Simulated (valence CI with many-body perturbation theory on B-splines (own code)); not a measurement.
# E1 transitions of I46+

Calculated by valence CI with perturbative core correlation (CI+MBPT): five valence electrons over a frozen Dirac-Fock core [He], a basis of 9 s, 9 p, 8 d, 6 f, 3 g, 1 h functions for each j, with the one-electron correlation potential Σ1, the two-electron term Σ2, the three-electron term Σ3, Breit, model QED; selected CI, second order for the rest (own B-spline code, finite nucleus).

No measured spectrum was set against this ion. As an estimate, large intervals hold to a few tenths of a per cent, small ones and those within an open d or f shell to about a per cent. Among the levels kept, up to 1300 cm⁻¹ of a level comes from second order outside the variational space, and about a tenth of that is noise between levels of different J, which matters for small intervals.

Lines 51 to 100 of 255 in falling wavelength, among levels below 378.48 Ry, chosen from the strongest by gf and those to the six lowest levels. Wavelengths and rates use the calculated energies. Electric multipoles are in the length gauge, E1 and E2 with the static RPA response of the core. Weak lines are less certain than strong ones. Lines between different terms over intervals too small for the method are left out, as are lines whose strength nearly cancels. The highest levels of a list are the least certain.

Levels are named by their leading jj configuration (3d3/2^4 stands for four electrons in 3d with j = 3/2), which in mixed levels can hold well under half, so a name can repeat and another be missing. Letters in brackets count levels of one name in rising energy.

```csv
λ vac (Å),Upper,Lower,A (s⁻¹),log gf,Branch %
76.33,(2s 2p1/2^2 2p3/2 3s) J=5/2,(2s^2 2p1/2 2p3/2 3s) J=3/2 [b],1.97e+10,-0.99,0.2
76.27,(2s^2 2p1/2^2 3d3/2) J=3/2,(2s^2 2p1/2^2 3p1/2) J=1/2,6.29e+10,-0.66,0.1
76.23,(2s 2p1/2^2 2p3/2 3p3/2) J=3/2 [b],(2s 2p1/2^2 2p3/2 3s) J=3/2 [b],4.47e+10,-0.81,0.1
76.04,(2s 2p1/2^2 2p3/2 3d3/2) J=3/2,(2s 2p1/2^2 2p3/2 3p1/2) J=3/2 [a],2.64e+10,-1.04,0.0
75.78,(2s^2 2p1/2 2p3/2 3d5/2) J=5/2 [a],(2s^2 2p1/2 2p3/2 3p1/2) J=3/2 [b],1.08e+10,-1.25,0.0
75.58,(2s^2 2p1/2 2p3/2 3d3/2) J=3/2 [a],(2s^2 2p1/2 2p3/2 3p1/2) J=1/2,3.31e+10,-0.95,0.0
75.53,(2s^2 2p1/2^2 3p3/2) J=3/2,(2s^2 2p1/2^2 3s) J=1/2,9.72e+10,-0.48,20.2
75.37,(2s 2p1/2^2 2p3/2 3d3/2) J=1/2,(2s 2p1/2^2 2p3/2 3p1/2) J=3/2 [a],6.01e+10,-0.99,0.3
74.96,(2s 2p1/2^2 2p3/2 3p3/2) J=3/2 [b],(2s 2p1/2^2 2p3/2 3s) J=1/2,5.81e+10,-0.71,0.1
74.94,(2s 2p1/2^2 2p3/2 3p3/2) J=5/2 [a],(2s^2 2p1/2 2p3/2 3p3/2) J=5/2 [b],3.12e+10,-0.80,0.0
74.72,(2s^2 2p1/2 2p3/2 3p3/2) J=3/2 [a],(2s^2 2p1/2 2p3/2 3s) J=3/2 [a],2.06e+10,-1.16,3.7
73.91,(2s^2 2p1/2 2p3/2 3d3/2) J=1/2 [a],(2s^2 2p1/2 2p3/2 3p1/2) J=1/2,5.80e+10,-1.02,0.1
73.80,(2s 2p1/2^2 2p3/2 3d3/2) J=7/2,(2s^2 2p1/2 2p3/2 3d3/2) J=5/2 [b],1.27e+10,-1.08,0.5
73.30,(2s 2p1/2^2 2p3/2 3p3/2) J=1/2 [b],(2s 2p1/2^2 2p3/2 3s) J=1/2,9.92e+10,-0.80,2.2
71.16,(2s^2 2p1/2 2p3/2 3p3/2) J=5/2 [b],(2s^2 2p1/2 2p3/2 3s) J=3/2 [b],3.84e+10,-0.76,0.6
70.25,(2s^2 2p1/2 2p3/2 3p3/2) J=3/2 [b],(2s^2 2p1/2 2p3/2 3s) J=3/2 [a],2.12e+10,-1.20,0.2
69.95,(2s 2p1/2^2 2p3/2 3p3/2) J=5/2 [a],(2s 2p1/2^2 2p3/2 3s) J=5/2,1.44e+10,-1.20,0.0
69.52,(2s 2p1/2^2 2p3/2 3p1/2) J=5/2,(2s^2 2p1/2 2p3/2 3p1/2) J=5/2,1.35e+10,-1.23,0.0
69.46,(2s^2 2p1/2 2p3/2 3p3/2) J=5/2 [b],(2s^2 2p1/2 2p3/2 3s) J=5/2,5.94e+10,-0.59,1.0
68.47,(2s^2 2p1/2 2p3/2 3p3/2) J=1/2 [b],(2s^2 2p1/2 2p3/2 3s) J=3/2 [b],8.96e+10,-0.90,1.9
67.61,(2s 2p1/2^2 2p3/2 3s) J=5/2,(2s^2 2p1/2 2p3/2 3s) J=3/2 [a],4.08e+10,-0.78,0.3
66.37,(2s 2p1/2^2 2p3/2 3s) J=3/2 [a],(2s^2 2p1/2 2p3/2 3s) J=3/2 [b],2.41e+10,-1.20,0.1
66.16,(2s^2 2p1/2 2p3/2 3d5/2) J=5/2 [a],(2s^2 2p1/2 2p3/2 3p1/2) J=5/2,1.46e+10,-1.24,0.0
64.34,(2s 2p1/2^2 2p3/2^2) J=5/2,(2s^2 2p1/2 2p3/2^2) J=5/2,7.95e+09,-1.53,4.2
63.58,(2s^2 2p1/2 2p3/2 3p3/2) J=1/2 [b],(2s^2 2p1/2 2p3/2 3s) J=1/2,4.45e+10,-1.27,0.9
61.76,(2s 2p1/2^2 2p3/2 3s) J=3/2 [a],(2s^2 2p1/2 2p3/2 3s) J=1/2,2.50e+10,-1.24,0.1
59.62,(2s 2p1/2^2 2p3/2 3p3/2) J=5/2 [a],(2s^2 2p1/2 2p3/2 3p3/2) J=5/2 [a],2.18e+10,-1.16,0.0
58.36,(2s 2p1/2^2 2p3/2^2) J=5/2,(2s^2 2p1/2 2p3/2^2) J=3/2,1.63e+10,-1.30,8.7
58.16,(2s 2p1/2 2p3/2^3) J=5/2,(2s^2 2p3/2^3) J=3/2,1.66e+10,-1.30,2.6
54.08,(2s 2p1/2^2 2p3/2^2) J=1/2,(2s^2 2p1/2 2p3/2^2) J=1/2,3.17e+10,-1.56,4.3
53.72,(2s 2p1/2^2 2p3/2 3s) J=1/2,(2s^2 2p1/2 2p3/2 3s) J=3/2 [b],6.46e+10,-1.25,0.1
53.09,(2s 2p1/2^2 2p3/2 3p1/2) J=3/2 [b],(2s^2 2p1/2 2p3/2 3p1/2) J=5/2,2.99e+10,-1.30,0.1
52.77,(2p1/2^2 2p3/2^3) J=3/2,(2s 2p1/2 2p3/2^3) J=3/2 [b],3.46e+10,-1.24,1.9
49.75,(2p1/2 2p3/2^4) J=1/2,(2s 2p3/2^4) J=1/2,6.87e+10,-1.29,2.8
47.48,(2s 2p1/2^2 2p3/2^2) J=3/2,(2s^2 2p1/2 2p3/2^2) J=5/2,3.30e+10,-1.35,2.6
44.39,(2s 2p1/2^2 2p3/2^2) J=1/2,(2s^2 2p1/2 2p3/2^2) J=3/2,5.96e+08,-3.45,0.1
44.14,(2s 2p1/2^2 2p3/2^2) J=3/2,(2s^2 2p1/2 2p3/2^2) J=3/2,1.25e+10,-1.84,1.0
44.00,(2p1/2^2 2p3/2^3) J=3/2,(2s 2p1/2 2p3/2^3) J=5/2,9.69e+10,-0.95,5.2
25.94,(2s 2p1/2 2p3/2^3) J=3/2 [a],(2s^2 2p1/2 2p3/2^2) J=1/2,5.28e+09,-2.67,0.8
24.41,(2s 2p1/2^2 2p3/2^2) J=5/2,(2s^2 2p1/2^2 2p3/2) J=3/2,1.64e+11,-1.06,87.1
24.40,(2s 2p1/2 2p3/2^3) J=3/2 [a],(2s^2 2p1/2 2p3/2^2) J=5/2,2.29e+10,-2.09,3.6
23.61,(2s 2p1/2^2 2p3/2 3d5/2) J=3/2,(2s^2 2p1/2^2 3d3/2) J=3/2,1.59e+11,-1.27,0.1
23.48,(2s 2p1/2 2p3/2^3) J=3/2 [a],(2s^2 2p1/2 2p3/2^2) J=3/2,5.85e+11,-0.71,93.2
22.96,(2s 2p1/2 2p3/2^3) J=5/2,(2s^2 2p1/2 2p3/2^2) J=5/2,5.82e+11,-0.56,92.6
22.78,(2s 2p1/2^2 2p3/2 3p3/2) J=5/2 [b],(2s^2 2p1/2^2 3p3/2) J=3/2,6.66e+11,-0.51,1.1
22.74,(2s 2p1/2 2p3/2^3) J=1/2,(2s^2 2p1/2 2p3/2^2) J=1/2,4.33e+11,-1.17,26.2
22.53,(2s 2p1/2^2 2p3/2 3p1/2) J=1/2,(2s^2 2p1/2^2 3p1/2) J=1/2,7.40e+11,-0.95,2.5
22.51,(2p1/2 2p3/2^4) J=1/2,(2s 2p1/2 2p3/2^3) J=3/2 [b],1.63e+12,-0.61,65.8
22.48,(2s 2p1/2^2 2p3/2 3p1/2) J=3/2 [b],(2s^2 2p1/2^2 3p1/2) J=1/2,6.98e+11,-0.67,2.3
22.42,(2s 2p1/2^2 2p3/2 3s) J=1/2,(2s^2 2p1/2^2 3s) J=1/2,7.07e+11,-0.97,1.4
```
